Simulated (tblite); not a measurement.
Record of a relaxation.

Species: C4H5N2O (doublet state).
Atom-mapped SMILES: `[O:1][CH2:2][C:3]1=[N:4][CH2:5][CH:6]=[N:7]1` (hydrogens: H8, H9 on C2; H10, H11 on C5; H12 on C6)
Bond orders are those of one Lewis drawing.

Computed with GFN2-xTB (tblite), gas phase: L-BFGS steps from a force-field or distance-geometry start until the largest atomic force falls under 0.01 eV/Å. 14 of its 26 geometries are shown.

Step 0: E = -568.1981 eV, largest atomic force 2.804 eV/Å
```
atom  x, y, z in Å  |  force x, y, z in eV/Å
O1      2.401   -1.420   -0.156    0.072   1.868   0.103
C2      2.036   -0.087   -0.080   -0.015  -2.676   0.836
C3      0.553    0.007   -0.012   -1.260   0.552  -0.090
N4     -0.239   -0.998   -0.054   -0.198  -0.171   0.233
C5     -1.583   -0.507    0.034   -0.729  -0.394  -0.712
C6     -1.406    0.962    0.099    0.962   0.089   0.200
N7     -0.145    1.244    0.072   -0.303   0.322   0.032
H8      2.488    0.342    0.861   -0.147  -0.036  -0.584
H9      2.445    0.443   -0.928    0.260   0.498  -0.338
H10    -2.163   -0.907    0.892    0.438  -0.031  -0.534
H11    -2.150   -0.732   -0.920    0.474  -0.140   0.888
H12    -2.234    1.652    0.169    0.447   0.119  -0.034
```

Step 2: E = -568.3957 eV, largest atomic force 0.637 eV/Å
```
atom  x, y, z in Å  |  force x, y, z in eV/Å
O1      2.410   -1.383   -0.154    0.503  -0.389  -0.031
C2      2.027   -0.143   -0.064   -0.501   0.245  -0.067
C3      0.524    0.018   -0.015   -0.155  -0.111  -0.021
N4     -0.250   -1.003   -0.048   -0.246   0.055   0.062
C5     -1.596   -0.514    0.018    0.157   0.203   0.080
C6     -1.396    0.963    0.104    0.497   0.046   0.024
N7     -0.143    1.258    0.073   -0.348   0.007   0.047
H8      2.484    0.343    0.844   -0.078   0.111  -0.305
H9      2.449    0.454   -0.929   -0.141   0.022   0.413
H10    -2.151   -0.909    0.876    0.135  -0.128  -0.189
H11    -2.139   -0.739   -0.900   -0.066  -0.288  -0.020
H12    -2.216    1.654    0.168    0.242   0.227   0.006
```

Step 4: E = -568.4395 eV, largest atomic force 0.321 eV/Å
```
atom  x, y, z in Å  |  force x, y, z in eV/Å
O1      2.439   -1.386   -0.154    0.064   0.063   0.007
C2      2.000   -0.154   -0.063    0.180   0.029  -0.137
C3      0.508    0.013   -0.016    0.268  -0.106   0.041
N4     -0.266   -1.003   -0.043    0.001  -0.094  -0.051
C5     -1.595   -0.506    0.016   -0.115   0.114   0.000
C6     -1.386    0.967    0.108    0.001   0.111  -0.043
N7     -0.144    1.267    0.076    0.111  -0.248   0.010
H8      2.477    0.350    0.820   -0.149   0.101  -0.099
H9      2.441    0.459   -0.905   -0.219   0.013   0.235
H10    -2.140   -0.918    0.861   -0.071  -0.127   0.098
H11    -2.139   -0.757   -0.893   -0.096  -0.162  -0.096
H12    -2.193    1.667    0.167    0.027   0.304   0.034
```

Step 6: E = -568.4613 eV, largest atomic force 0.324 eV/Å
```
atom  x, y, z in Å  |  force x, y, z in eV/Å
O1      2.461   -1.383   -0.154   -0.014   0.091   0.003
C2      1.994   -0.161   -0.068    0.178  -0.152   0.109
C3      0.510    0.001   -0.015    0.091  -0.064   0.029
N4     -0.275   -1.006   -0.043   -0.092  -0.155  -0.077
C5     -1.602   -0.497    0.013   -0.123  -0.141  -0.056
C6     -1.382    0.976    0.108   -0.005   0.029  -0.059
N7     -0.135    1.258    0.078    0.109  -0.141   0.014
H8      2.464    0.361    0.801   -0.078   0.108   0.150
H9      2.423    0.465   -0.879   -0.045   0.213  -0.240
H10    -2.137   -0.930    0.858   -0.076   0.010   0.081
H11    -2.145   -0.779   -0.894   -0.026   0.003   0.022
H12    -2.176    1.694    0.169    0.080   0.199   0.023
```

Step 8: E = -568.4779 eV, largest atomic force 0.259 eV/Å
```
atom  x, y, z in Å  |  force x, y, z in eV/Å
O1      2.481   -1.380   -0.154    0.102  -0.013  -0.006
C2      2.000   -0.171   -0.067   -0.067   0.081   0.067
C3      0.513   -0.019   -0.012   -0.116  -0.081  -0.013
N4     -0.285   -1.016   -0.048   -0.112  -0.131  -0.038
C5     -1.613   -0.496    0.010    0.033  -0.082   0.002
C6     -1.377    0.984    0.103    0.067  -0.110  -0.014
N7     -0.122    1.241    0.081   -0.077   0.001   0.021
H8      2.448    0.378    0.796    0.002   0.050   0.209
H9      2.405    0.484   -0.873   -0.010   0.106  -0.236
H10    -2.140   -0.939    0.860   -0.026   0.134  -0.021
H11    -2.153   -0.796   -0.894   -0.037   0.085   0.045
H12    -2.155    1.729    0.173    0.240  -0.041  -0.015
```

Step 10: E = -568.4908 eV, largest atomic force 0.239 eV/Å
```
atom  x, y, z in Å  |  force x, y, z in eV/Å
O1      2.500   -1.374   -0.155    0.115   0.138   0.006
C2      2.003   -0.172   -0.064   -0.124   0.183  -0.052
C3      0.510   -0.041   -0.011   -0.024  -0.025  -0.039
N4     -0.297   -1.031   -0.055    0.001  -0.049   0.013
C5     -1.621   -0.501    0.007    0.053   0.036   0.012
C6     -1.371    0.982    0.099    0.034  -0.129   0.043
N7     -0.115    1.225    0.085   -0.023  -0.043   0.003
H8      2.435    0.393    0.807   -0.027  -0.065   0.026
H9      2.389    0.503   -0.883   -0.081  -0.127   0.051
H10    -2.146   -0.936    0.863   -0.022   0.144  -0.032
H11    -2.162   -0.802   -0.893   -0.082   0.090   0.003
H12    -2.124    1.753    0.174    0.180  -0.153  -0.035
```

Step 12: E = -568.5022 eV, largest atomic force 0.223 eV/Å
```
atom  x, y, z in Å  |  force x, y, z in eV/Å
O1      2.525   -1.357   -0.154    0.073   0.181   0.009
C2      1.999   -0.163   -0.062   -0.003   0.020  -0.036
C3      0.505   -0.061   -0.012    0.111   0.020  -0.020
N4     -0.307   -1.048   -0.060    0.069  -0.004   0.018
C5     -1.625   -0.504    0.004   -0.007   0.017  -0.023
C6     -1.363    0.971    0.098    0.020  -0.005   0.037
N7     -0.108    1.207    0.088    0.113  -0.079  -0.015
H8      2.421    0.402    0.819   -0.083  -0.074  -0.119
H9      2.370    0.512   -0.890   -0.093  -0.127   0.158
H10    -2.154   -0.923    0.863   -0.049   0.071   0.030
H11    -2.176   -0.800   -0.891   -0.083   0.069  -0.023
H12    -2.086    1.763    0.173   -0.068  -0.087  -0.017
```

Step 13: E = -568.5060 eV, largest atomic force 0.154 eV/Å
```
atom  x, y, z in Å  |  force x, y, z in eV/Å
O1      2.537   -1.346   -0.154    0.076   0.091   0.001
C2      1.996   -0.160   -0.062    0.048  -0.073   0.006
C3      0.504   -0.069   -0.013    0.085  -0.004  -0.003
N4     -0.309   -1.054   -0.062    0.049  -0.005   0.004
C5     -1.627   -0.505    0.003   -0.011  -0.012  -0.022
C6     -1.359    0.967    0.099    0.035   0.047   0.013
N7     -0.103    1.199    0.089    0.105  -0.036  -0.013
H8      2.414    0.404    0.820   -0.080  -0.026  -0.098
H9      2.360    0.513   -0.889   -0.059  -0.037   0.091
H10    -2.157   -0.916    0.863   -0.046   0.043   0.041
H11    -2.183   -0.798   -0.890   -0.059   0.066  -0.015
H12    -2.071    1.766    0.172   -0.144  -0.055  -0.006
```

Step 15: E = -568.5103 eV, largest atomic force 0.134 eV/Å
```
atom  x, y, z in Å  |  force x, y, z in eV/Å
O1      2.557   -1.333   -0.154    0.102  -0.086  -0.010
C2      1.995   -0.160   -0.062    0.040  -0.104   0.024
C3      0.506   -0.080   -0.015   -0.019  -0.051   0.012
N4     -0.312   -1.062   -0.064   -0.032  -0.021  -0.015
C5     -1.628   -0.506    0.000    0.011   0.005   0.011
C6     -1.352    0.965    0.100    0.039   0.039  -0.022
N7     -0.094    1.189    0.089    0.010   0.039  -0.003
H8      2.402    0.406    0.816   -0.026   0.058   0.019
H9      2.346    0.514   -0.883    0.005   0.082  -0.041
H10    -2.163   -0.907    0.865   -0.008   0.033   0.008
H11    -2.194   -0.794   -0.890   -0.005   0.066   0.016
H12    -2.062    1.766    0.171   -0.118  -0.061   0.001
```

Step 17: E = -568.5145 eV, largest atomic force 0.116 eV/Å
```
atom  x, y, z in Å  |  force x, y, z in eV/Å
O1      2.585   -1.326   -0.154    0.058  -0.100  -0.006
C2      1.997   -0.168   -0.060    0.009  -0.012  -0.022
C3      0.508   -0.094   -0.015   -0.056  -0.055   0.004
N4     -0.315   -1.071   -0.066   -0.081  -0.003  -0.009
C5     -1.629   -0.505   -0.001    0.001   0.061   0.031
C6     -1.342    0.966    0.099   -0.009  -0.021  -0.026
N7     -0.083    1.182    0.089   -0.057   0.013   0.000
H8      2.387    0.412    0.814    0.028   0.062   0.066
H9      2.333    0.520   -0.879    0.033   0.058  -0.042
H10    -2.169   -0.895    0.868    0.038   0.017  -0.032
H11    -2.206   -0.782   -0.889    0.040   0.043   0.037
H12    -2.064    1.759    0.170   -0.003  -0.062  -0.001
```

Step 19: E = -568.5159 eV, largest atomic force 0.032 eV/Å
```
atom  x, y, z in Å  |  force x, y, z in eV/Å
O1      2.594   -1.327   -0.155   -0.001   0.005   0.004
C2      2.000   -0.171   -0.061   -0.001   0.019  -0.011
C3      0.508   -0.099   -0.015   -0.005  -0.015  -0.007
N4     -0.319   -1.073   -0.067   -0.026   0.001   0.004
C5     -1.629   -0.503    0.000   -0.016   0.027   0.008
C6     -1.340    0.965    0.098   -0.014  -0.011  -0.003
N7     -0.082    1.180    0.089   -0.010  -0.027  -0.007
H8      2.385    0.415    0.817    0.013   0.003  -0.002
H9      2.331    0.523   -0.881    0.020  -0.002   0.013
H10    -2.170   -0.889    0.868    0.016  -0.006  -0.001
H11    -2.208   -0.774   -0.887    0.015   0.014   0.004
H12    -2.069    1.752    0.169    0.008  -0.008  -0.001
```

Step 21: E = -568.5160 eV, largest atomic force 0.017 eV/Å
```
atom  x, y, z in Å  |  force x, y, z in eV/Å
O1      2.593   -1.327   -0.155   -0.002   0.016   0.004
C2      2.000   -0.170   -0.061   -0.002   0.000   0.002
C3      0.507   -0.100   -0.015    0.000  -0.004  -0.006
N4     -0.320   -1.073   -0.067   -0.001  -0.007   0.002
C5     -1.630   -0.502    0.001   -0.007  -0.007   0.002
C6     -1.341    0.965    0.098    0.000   0.004   0.003
N7     -0.082    1.179    0.088    0.005  -0.007  -0.008
H8      2.386    0.415    0.817    0.002  -0.004  -0.011
H9      2.333    0.523   -0.881    0.014   0.000   0.008
H10    -2.169   -0.890    0.868   -0.001  -0.008   0.012
H11    -2.206   -0.774   -0.887   -0.003   0.010  -0.008
H12    -2.069    1.751    0.169   -0.005   0.007   0.000
```

Step 23: E = -568.5161 eV, largest atomic force 0.014 eV/Å
```
atom  x, y, z in Å  |  force x, y, z in eV/Å
O1      2.595   -1.326   -0.154    0.004  -0.004   0.002
C2      2.000   -0.170   -0.061   -0.002  -0.005   0.001
C3      0.507   -0.101   -0.016   -0.003   0.002  -0.003
N4     -0.321   -1.074   -0.067    0.005  -0.005  -0.001
C5     -1.631   -0.502    0.001    0.003  -0.013   0.003
C6     -1.341    0.965    0.098    0.003   0.001   0.003
N7     -0.082    1.178    0.088   -0.001   0.010  -0.007
H8      2.385    0.416    0.816   -0.003   0.002   0.001
H9      2.333    0.524   -0.880    0.008   0.005  -0.001
H10    -2.169   -0.890    0.869   -0.006  -0.006   0.006
H11    -2.207   -0.772   -0.887   -0.007   0.007  -0.003
H12    -2.068    1.752    0.169    0.000   0.005   0.000
```

Step 25: E = -568.5162 eV, largest atomic force 0.009 eV/Å
```
atom  x, y, z in Å  |  force x, y, z in eV/Å
O1      2.595   -1.325   -0.154    0.003  -0.008   0.001
C2      1.999   -0.170   -0.062    0.002   0.000  -0.003
C3      0.507   -0.102   -0.017    0.001   0.004  -0.003
N4     -0.321   -1.075   -0.067    0.003   0.003  -0.001
C5     -1.631   -0.502    0.001    0.003   0.000   0.004
C6     -1.341    0.965    0.098   -0.002  -0.005   0.001
N7     -0.082    1.178    0.087   -0.004   0.003  -0.006
H8      2.385    0.416    0.816   -0.006   0.002   0.004
H9      2.334    0.524   -0.879    0.001   0.002   0.000
H10    -2.170   -0.890    0.869   -0.003  -0.004  -0.004
H11    -2.207   -0.771   -0.888   -0.003   0.004   0.006
H12    -2.068    1.752    0.169    0.006  -0.001   0.000
```

Question: Summarise the path.

Answer: The energy falls by 0.3181 eV from step 0 to step 25; nine tenths of that is first reached at step 9. It falls at every step. The largest force goes from 2.804 to 0.009 eV/Å. Among the bonds O1–C2 changes most, from 1.384 to 1.303 Å; the atoms move by 0.123 Å rms after alignment.

What follows is the cost of the whole relaxation. Time: 0.12 s of wall time. Hardware: Arm Neoverse V1, one thread, no GPU, on a shared host.
